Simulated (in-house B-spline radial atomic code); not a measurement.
Se⁺. Computed with a B-spline radial atomic code. Model: non-relativistic spherical atom: semilocal Troullier-Martins pseudo-atom, one channel per l, against all electrons, high spin, G0W0 and RPA with empty states to l = 8, local potential for every l without a channel, a model core (radius 0 = none) keeps its share of the functional.

The core holds an angular momentum without a channel of its own, so the local potential lets valence electrons into it.

What the tables leave out is listed at the end.

The pseudopotential gives back the lowest level of each angular momentum of its own functional in the configuration it was made in; a second state of the same l is only approximately right. Exact exchange, RPA and GW see the smooth pseudo-orbitals and miss the exchange with the core, for which the functional's share stands in. The column with an uncorrelated core keeps all orbitals and exact exchange, and so separates missing core correlation from pseudisation. Only the three outermost levels and the lowest empty one were computed. RPA here is direct RPA, with no exchange kernel, and its energies carry an (l + 1/2)⁻⁴ tail. A hybrid on a potential with a model core restores only its own semilocal share of the core's exchange.

Command:
```bash
python run_psgw.py task.json out
```
Settings (lengths in bohr, energies in hartree):
```
Z                      34
electrons              33
configuration          [Ar] 3d10 4s2 4p3
generated_in           [Ar] 3d10 4s2 4p4
functional             pbe,pbe
core_shells            6
radius_factor          1.15
core_correction        True
```

Time taken, with all properties: 30 s on 1 thread of Arm Neoverse N1 (shared host).

Given: made with PBE; model core radius 1.169 bohr; local radius 1.826 bohr; mean-field start PBE.

Valence shells of the generating configuration: 4s, 4p.

Channel: s 1.779, p 2.089 (radii in bohr).

Computed: largest level miss in the spin-unpolarised generating configuration 0 eV; valence RPA correlation energy pseudo -0.21952 hartree; all-electron RPA polarisability, core included 12.511 bohr³; pseudo-atom RPA polarisability 12.835 bohr³.

| level | occupied | mean-field all-electron (eV) | mean-field pseudo minus all (eV) | G0W0 all-electron (eV) | G0W0 uncorrelated core minus all (eV) | G0W0 pseudo minus all (eV) | exchange self-energy all-electron (eV) | exchange self-energy pseudo (eV) |
| --- | --- | --- | --- | --- | --- | --- | --- | --- |
| 4p up | 1 | -16.416 | 0.003 | -21.352 | 0.197 | 0.071 | -19.889 | -17.031 |
| 4s down | 1 | -24.431 | -0.021 | -29.263 | 0.522 | 0.056 | -18.44 | -13.816 |
| 4p down (empty) | 0 | -13.614 | -0.017 | -10.076 | 0.23 | -0.24 | -5.6252 | -2.8098 |

Q: What is the valence RPA correlation energy all-electron orbitals?

A: -0.19081 hartree.

Given: mean-field start PBE0.

Computed: valence RPA correlation energy all-electron orbitals -0.17462 hartree; valence RPA correlation energy pseudo -0.19883 hartree; all-electron RPA polarisability, core included 11.131 bohr³.

| level | occupied | mean-field all-electron (eV) | mean-field pseudo minus all (eV) | G0W0 all-electron (eV) | G0W0 uncorrelated core minus all (eV) | G0W0 pseudo minus all (eV) | exchange self-energy all-electron (eV) | exchange self-energy pseudo (eV) |
| --- | --- | --- | --- | --- | --- | --- | --- | --- |
| 4p up | 1 | -17.858 | 0.069 | -21.532 | 0.194 | 0.104 | -19.865 | -16.976 |
| 4s down | 1 | -25.568 | 0.278 | -29.304 | 0.527 | 0.431 | -18.224 | -13.618 |
| 4p down (empty) | 0 | -12.392 | 0.029 | -9.8729 | 0.22 | -0.12 | -5.3099 | -2.7227 |

Q: What is the pseudo-atom RPA polarisability?

A: 11.605 bohr³.

Among the listed levels the largest G0W0 shift of the pseudo-atom is +0.43 eV, for 4s down on the PBE0 start, while leaving the core uncorrelated moves that level by +0.53 eV. The rest, -0.10 eV, comes from pseudisation and the lost core exchange. Not in the tables (levels of low weight, unsolved or above zero; the highest and the empty levels are kept at any weight): on PBE the G0W0 levels 4s up (pseudo minus all +0.76 eV, weights 0.27 and 0.18); on PBE0 the G0W0 levels 4s up (pseudo minus all +0.49 eV, weights 0.46 and 0.39); no Hartree-Fock pseudo-atom is run with a model core.
